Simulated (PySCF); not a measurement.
Coordinates in bohr (charge 0 multiplicity 4):
```
Co    0.0000    0.0000    0.0000
Cl    3.9256    0.0000    0.0000
Cl   -3.9256    0.0000    0.0000
```

Method: PySCF, UPBE, basis Co def2-TZVP, Cl def2-TZVP (no relativity, density fitting).

This geometry of CoCl₂ is a stationary point at this level.

Problem. What is the point group?

Solution. D∞h.

Problem. Is it a minimum?

Solution. Yes: all harmonic wavenumbers are real.

Problem. What are the dipole moment and the gap between the highest occupied and lowest empty levels of either spin?

Solution. 0.00 D and 0.42 eV.

Problem. What is the atomisation energy, with and without zero-point energy?

Solution. 843 kJ/mol without, 837 kJ/mol with.

This need not be the most stable arrangement of these atoms. With open d or f shells other occupations or spin states may lie lower.
